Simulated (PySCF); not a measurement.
## Correlation energy of Bi⁺ (bismuth, charge +1)

[Xe] 4f14 5d10 6s2 6p2, high-spin 3P determinant. Calculation: PySCF 2.14, in x2c-TZVPPall (11s7p6d3f, 83 functions); scalar relativity by spin-free X2C-1e. Frozen: [Kr] 4d10 4f14; 22 electrons correlated.

MP2 pair energies summed by pair of shells (mhartree):

```json
{"pair": "5d-5d", "energy": "-209.05", "share (%)": "43.5"}
{"pair": "5d-6s", "energy": "-76.57", "share (%)": "15.9"}
{"pair": "5p-5d", "energy": "-63.62", "share (%)": "13.2"}
{"pair": "5d-6p", "energy": "-39.51", "share (%)": "8.2"}
{"pair": "6s-6p", "energy": "-22.45", "share (%)": "4.7"}
{"pair": "5p-5p", "energy": "-18.18", "share (%)": "3.8"}
{"pair": "5s-5d", "energy": "-12.95", "share (%)": "2.7"}
{"pair": "6s-6s", "energy": "-11.10", "share (%)": "2.3"}
{"pair": "5p-6s", "energy": "-9.23", "share (%)": "1.9"}
{"pair": "5s-5p", "energy": "-7.88", "share (%)": "1.6"}
{"pair": "5p-6p", "energy": "-3.65", "share (%)": "0.8"}
{"pair": "6p-6p", "energy": "-3.60", "share (%)": "0.7"}
{"pair": "5s-5s", "energy": "-1.70", "share (%)": "0.4"}
{"pair": "5s-6s", "energy": "-0.80", "share (%)": "0.2"}
{"pair": "5s-6p", "energy": "-0.31", "share (%)": "0.1"}
```

Total MP2 correlation energy: -480.59 mhartree.

Same-spin part -172.77 and opposite-spin part -307.82 mhartree; SCS-MP2 scales them by 1/3 and 6/5 to -426.97 mhartree.

This basis was not built for core-valence correlation, so the inner-shell part is incomplete.

Spin-orbit coupling is strong in this species, so the high-spin LS determinant is a model state.
